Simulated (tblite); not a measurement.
Record of a relaxation.

Compound: C7H13FO2.
SMILES with atom numbers: `[CH3:1][CH2:2][O:3][C@@H:4]1[CH2:5][C@@H:6]1[C@@H:7]([F:8])[O:9][CH3:10]` (hydrogens: H11, H12, H13 on C1; H14, H15 on C2; H16 on C4; H17, H18 on C5; H19 on C6; H20 on C7; H21, H22, H23 on C10)

Computed with GFN2-xTB (tblite), gas phase: L-BFGS steps from a force-field or distance-geometry start until the largest atomic force falls under 0.01 eV/Å. 4 of its 175 geometries are shown.

Step 0: E = -936.9381 eV, largest atomic force 2.285 eV/Å
```
atom  x, y, z in Å  |  force x, y, z in eV/Å
C1      2.317    1.227   -0.430    0.759   0.675   0.479
C2      1.564    0.444   -1.491    0.542   1.349  -0.430
O3      0.462   -0.216   -0.990   -0.949  -0.276  -1.125
C4      0.706   -1.115   -0.004    0.711  -0.658   2.069
C5     -0.188   -2.288    0.299    0.038  -0.389  -0.351
C6     -0.225   -1.071    1.188    0.321  -1.093   1.156
C7     -1.517   -0.335    1.154   -0.546   0.484   0.801
F8     -2.119   -0.486    2.416   -0.033  -0.199  -0.166
O9     -1.382    1.015    0.969    0.786   0.203  -0.210
C10    -2.213    1.482   -0.046   -1.039   1.371   0.130
H11     1.696    2.042    0.004    0.345  -0.811  -0.150
H12     3.175    1.698   -0.927   -0.160  -0.013   0.206
H13     2.732    0.572    0.366   -0.456   0.576  -0.456
H14     1.180    1.186   -2.226   -0.030  -0.482   0.243
H15     2.281   -0.191   -2.023   -0.098  -0.437   0.013
H16     1.768   -1.241    0.329   -0.792   0.034  -0.663
H17     0.278   -3.175    0.759   -0.418   0.386  -0.744
H18    -1.076   -2.418   -0.349    0.844  -0.230   0.501
H19     0.181   -1.220    2.219   -0.322   0.417  -0.934
H20    -2.258   -0.762    0.449    0.307  -0.025   0.115
H21    -2.073    2.598   -0.165    0.136  -1.219   0.082
H22    -3.252    1.331    0.310    0.033   0.112  -0.520
H23    -2.038    0.946   -0.982    0.021   0.226  -0.045
```

Step 58: E = -937.6207 eV, largest atomic force 0.114 eV/Å
```
atom  x, y, z in Å  |  force x, y, z in eV/Å
C1      1.797    1.375   -0.547    0.001  -0.044  -0.010
C2      1.700    0.174   -1.489    0.022  -0.021  -0.011
O3      0.693   -0.766   -1.156    0.073   0.009  -0.060
C4      0.838   -1.378    0.089    0.008   0.111  -0.023
C5     -0.086   -2.499    0.431    0.028   0.063  -0.043
C6     -0.225   -1.179    1.141   -0.033   0.022   0.005
C7     -1.412   -0.327    0.788   -0.093  -0.008  -0.020
F8     -2.480   -0.639    1.635    0.078   0.050   0.027
O9     -1.101    1.003    0.907   -0.042  -0.053   0.017
C10    -2.055    1.887    0.350    0.019   0.018  -0.023
H11     0.810    1.655   -0.195   -0.055  -0.006  -0.022
H12     2.238    2.218   -1.071    0.035   0.007  -0.028
H13     2.411    1.152    0.320    0.009  -0.055   0.049
H14     1.429    0.505   -2.495   -0.050  -0.021   0.026
H15     2.675   -0.336   -1.548   -0.032   0.005   0.015
H16     1.864   -1.438    0.432    0.093  -0.024   0.005
H17     0.295   -3.341    0.980    0.031  -0.088   0.015
H18    -0.841   -2.734   -0.302   -0.033  -0.071   0.019
H19     0.085   -1.092    2.172   -0.037  -0.006   0.049
H20    -1.790   -0.577   -0.220    0.052   0.053  -0.029
H21    -1.562    2.854    0.283   -0.069   0.055   0.070
H22    -2.946    1.952    0.979    0.012   0.015  -0.008
H23    -2.343    1.558   -0.654   -0.017  -0.009  -0.020
```

Step 116: E = -937.6834 eV, largest atomic force 0.036 eV/Å
```
atom  x, y, z in Å  |  force x, y, z in eV/Å
C1      1.706    1.307   -0.716   -0.006  -0.009  -0.019
C2      1.774    0.033   -1.553    0.006  -0.020   0.018
O3      0.811   -0.946   -1.210    0.027  -0.001   0.010
C4      0.913   -1.421    0.096   -0.012  -0.007  -0.022
C5     -0.063   -2.463    0.529    0.001  -0.005  -0.010
C6     -0.163   -1.072    1.098    0.001  -0.003  -0.002
C7     -1.322   -0.229    0.642    0.005  -0.001  -0.005
F8     -2.508   -0.773    1.143   -0.011   0.021   0.020
O9     -1.185    1.057    1.100   -0.001  -0.027   0.020
C10    -2.179    1.949    0.633    0.007   0.016  -0.002
H11     0.707    1.730   -0.743   -0.015  -0.012   0.001
H12     2.409    2.037   -1.110    0.001  -0.022   0.005
H13     1.960    1.099    0.322   -0.021   0.017  -0.019
H14     1.567    0.250   -2.604    0.028   0.022   0.006
H15     2.780   -0.407   -1.472    0.007   0.022  -0.021
H16     1.938   -1.496    0.455   -0.029   0.017   0.014
H17     0.278   -3.259    1.170    0.011  -0.014   0.011
H18    -0.820   -2.756   -0.181   -0.008   0.002  -0.009
H19     0.109   -0.901    2.130    0.015   0.000   0.008
H20    -1.440   -0.277   -0.456   -0.005   0.002   0.002
H21    -1.906    2.932    1.010   -0.010   0.007   0.029
H22    -3.167    1.667    1.007    0.022   0.013  -0.012
H23    -2.200    1.968   -0.462   -0.013  -0.015  -0.024
```

Step 174: E = -937.7010 eV, largest atomic force 0.008 eV/Å
```
atom  x, y, z in Å  |  force x, y, z in eV/Å
C1      1.426    1.364   -0.907    0.000   0.003   0.001
C2      1.836    0.009   -1.475   -0.001   0.002  -0.003
O3      0.915   -1.030   -1.200    0.004   0.002  -0.003
C4      0.938   -1.497    0.109    0.002  -0.006  -0.005
C5     -0.087   -2.509    0.496    0.001  -0.004   0.005
C6     -0.152   -1.126    1.090   -0.004  -0.006  -0.001
C7     -1.269   -0.222    0.654    0.001   0.002   0.000
F8     -2.487   -0.737    1.109   -0.002  -0.004   0.003
O9     -1.086    1.030    1.186   -0.006   0.005  -0.003
C10    -2.023    1.996    0.744   -0.006   0.005  -0.001
H11     0.486    1.686   -1.347    0.004   0.003   0.001
H12     2.191    2.102   -1.137    0.001  -0.005   0.001
H13     1.300    1.307    0.171    0.000   0.000  -0.005
H14     1.881    0.055   -2.567    0.002  -0.001   0.000
H15     2.829   -0.271   -1.094   -0.007   0.001   0.002
H16     1.944   -1.601    0.514    0.002   0.002   0.002
H17     0.202   -3.332    1.129    0.002  -0.001   0.000
H18    -0.833   -2.754   -0.244    0.004   0.000   0.003
H19     0.117   -0.992    2.130   -0.002  -0.001  -0.001
H20    -1.370   -0.208   -0.446   -0.003   0.001  -0.002
H21    -1.727    2.936    1.202    0.000   0.001  -0.001
H22    -3.036    1.731    1.060    0.006   0.002  -0.001
H23    -2.000    2.089   -0.348    0.002   0.000   0.007
```

Q: Summarise the path.

A: The energy falls by 0.7629 eV from step 0 to step 174; nine tenths of that is first reached at step 60. It rises by more than 0.2 meV at step 44. The largest force goes from 2.285 to 0.008 eV/Å. Among the bonds C10–H21 changes most, from 1.131 to 1.087 Å; the atoms move by 1.002 Å rms after alignment.

Q: Follow the three bonds and two angles with the largest change from start to end.

A: 
```json
{"step": "0", "E above end (eV)": "0.7629", "largest force (eV/Å)": "2.285", "C10–H21 (Å)": "1.131", "C2–O3 (Å)": "1.378", "C6–H19 (Å)": "1.118", "O3–C4–C5 (°)": "123.8", "C6–C4–H16 (°)": "110.7"}
{"step": "8", "E above end (eV)": "0.3338", "largest force (eV/Å)": "0.191", "C10–H21 (Å)": "1.088", "C2–O3 (Å)": "1.418", "C6–H19 (Å)": "1.083", "O3–C4–C5 (°)": "120.8", "C6–C4–H16 (°)": "116.3"}
{"step": "15", "E above end (eV)": "0.3050", "largest force (eV/Å)": "0.157", "C10–H21 (Å)": "1.089", "C2–O3 (Å)": "1.412", "C6–H19 (Å)": "1.080", "O3–C4–C5 (°)": "120.2", "C6–C4–H16 (°)": "117.5"}
{"step": "23", "E above end (eV)": "0.2687", "largest force (eV/Å)": "0.198", "C10–H21 (Å)": "1.088", "C2–O3 (Å)": "1.412", "C6–H19 (Å)": "1.084", "O3–C4–C5 (°)": "119.5", "C6–C4–H16 (°)": "117.2"}
{"step": "30", "E above end (eV)": "0.2369", "largest force (eV/Å)": "0.191", "C10–H21 (Å)": "1.088", "C2–O3 (Å)": "1.412", "C6–H19 (Å)": "1.083", "O3–C4–C5 (°)": "118.8", "C6–C4–H16 (°)": "117.7"}
{"step": "38", "E above end (eV)": "0.1919", "largest force (eV/Å)": "0.155", "C10–H21 (Å)": "1.088", "C2–O3 (Å)": "1.411", "C6–H19 (Å)": "1.081", "O3–C4–C5 (°)": "116.4", "C6–C4–H16 (°)": "116.6"}
{"step": "45", "E above end (eV)": "0.1391", "largest force (eV/Å)": "0.200", "C10–H21 (Å)": "1.087", "C2–O3 (Å)": "1.413", "C6–H19 (Å)": "1.082", "O3–C4–C5 (°)": "114.7", "C6–C4–H16 (°)": "117.5"}
{"step": "53", "E above end (eV)": "0.0983", "largest force (eV/Å)": "0.128", "C10–H21 (Å)": "1.088", "C2–O3 (Å)": "1.414", "C6–H19 (Å)": "1.083", "O3–C4–C5 (°)": "116.4", "C6–C4–H16 (°)": "117.7"}
{"step": "61", "E above end (eV)": "0.0754", "largest force (eV/Å)": "0.107", "C10–H21 (Å)": "1.088", "C2–O3 (Å)": "1.414", "C6–H19 (Å)": "1.081", "O3–C4–C5 (°)": "118.3", "C6–C4–H16 (°)": "116.9"}
{"step": "68", "E above end (eV)": "0.0668", "largest force (eV/Å)": "0.080", "C10–H21 (Å)": "1.088", "C2–O3 (Å)": "1.416", "C6–H19 (Å)": "1.080", "O3–C4–C5 (°)": "118.7", "C6–C4–H16 (°)": "117.5"}
{"step": "76", "E above end (eV)": "0.0503", "largest force (eV/Å)": "0.085", "C10–H21 (Å)": "1.089", "C2–O3 (Å)": "1.418", "C6–H19 (Å)": "1.081", "O3–C4–C5 (°)": "118.5", "C6–C4–H16 (°)": "117.6"}
{"step": "83", "E above end (eV)": "0.0426", "largest force (eV/Å)": "0.049", "C10–H21 (Å)": "1.088", "C2–O3 (Å)": "1.418", "C6–H19 (Å)": "1.082", "O3–C4–C5 (°)": "118.1", "C6–C4–H16 (°)": "116.8"}
{"step": "91", "E above end (eV)": "0.0372", "largest force (eV/Å)": "0.062", "C10–H21 (Å)": "1.088", "C2–O3 (Å)": "1.417", "C6–H19 (Å)": "1.081", "O3–C4–C5 (°)": "118.0", "C6–C4–H16 (°)": "117.4"}
{"step": "98", "E above end (eV)": "0.0320", "largest force (eV/Å)": "0.064", "C10–H21 (Å)": "1.088", "C2–O3 (Å)": "1.417", "C6–H19 (Å)": "1.081", "O3–C4–C5 (°)": "118.2", "C6–C4–H16 (°)": "117.6"}
{"step": "106", "E above end (eV)": "0.0235", "largest force (eV/Å)": "0.096", "C10–H21 (Å)": "1.088", "C2–O3 (Å)": "1.416", "C6–H19 (Å)": "1.082", "O3–C4–C5 (°)": "118.2", "C6–C4–H16 (°)": "117.2"}
{"step": "113", "E above end (eV)": "0.0191", "largest force (eV/Å)": "0.052", "C10–H21 (Å)": "1.089", "C2–O3 (Å)": "1.415", "C6–H19 (Å)": "1.082", "O3–C4–C5 (°)": "117.9", "C6–C4–H16 (°)": "117.6"}
{"step": "121", "E above end (eV)": "0.0155", "largest force (eV/Å)": "0.048", "C10–H21 (Å)": "1.087", "C2–O3 (Å)": "1.414", "C6–H19 (Å)": "1.082", "O3–C4–C5 (°)": "117.3", "C6–C4–H16 (°)": "117.5"}
{"step": "129", "E above end (eV)": "0.0136", "largest force (eV/Å)": "0.021", "C10–H21 (Å)": "1.087", "C2–O3 (Å)": "1.414", "C6–H19 (Å)": "1.082", "O3–C4–C5 (°)": "117.3", "C6–C4–H16 (°)": "117.0"}
{"step": "136", "E above end (eV)": "0.0121", "largest force (eV/Å)": "0.032", "C10–H21 (Å)": "1.087", "C2–O3 (Å)": "1.414", "C6–H19 (Å)": "1.081", "O3–C4–C5 (°)": "117.7", "C6–C4–H16 (°)": "117.1"}
{"step": "144", "E above end (eV)": "0.0085", "largest force (eV/Å)": "0.065", "C10–H21 (Å)": "1.088", "C2–O3 (Å)": "1.416", "C6–H19 (Å)": "1.081", "O3–C4–C5 (°)": "118.3", "C6–C4–H16 (°)": "116.8"}
{"step": "151", "E above end (eV)": "0.0047", "largest force (eV/Å)": "0.031", "C10–H21 (Å)": "1.087", "C2–O3 (Å)": "1.415", "C6–H19 (Å)": "1.082", "O3–C4–C5 (°)": "117.9", "C6–C4–H16 (°)": "116.4"}
{"step": "159", "E above end (eV)": "0.0030", "largest force (eV/Å)": "0.032", "C10–H21 (Å)": "1.087", "C2–O3 (Å)": "1.415", "C6–H19 (Å)": "1.082", "O3–C4–C5 (°)": "117.8", "C6–C4–H16 (°)": "116.5"}
{"step": "166", "E above end (eV)": "0.0006", "largest force (eV/Å)": "0.029", "C10–H21 (Å)": "1.087", "C2–O3 (Å)": "1.416", "C6–H19 (Å)": "1.082", "O3–C4–C5 (°)": "117.5", "C6–C4–H16 (°)": "116.4"}
{"step": "174", "E above end (eV)": "0.0000", "largest force (eV/Å)": "0.008", "C10–H21 (Å)": "1.087", "C2–O3 (Å)": "1.415", "C6–H19 (Å)": "1.082", "O3–C4–C5 (°)": "117.5", "C6–C4–H16 (°)": "116.6"}
```

What follows is the cost of the whole relaxation. Hardware: an Arm Neoverse V1 with one thread, shared host. Cost: 1.4 s wall.
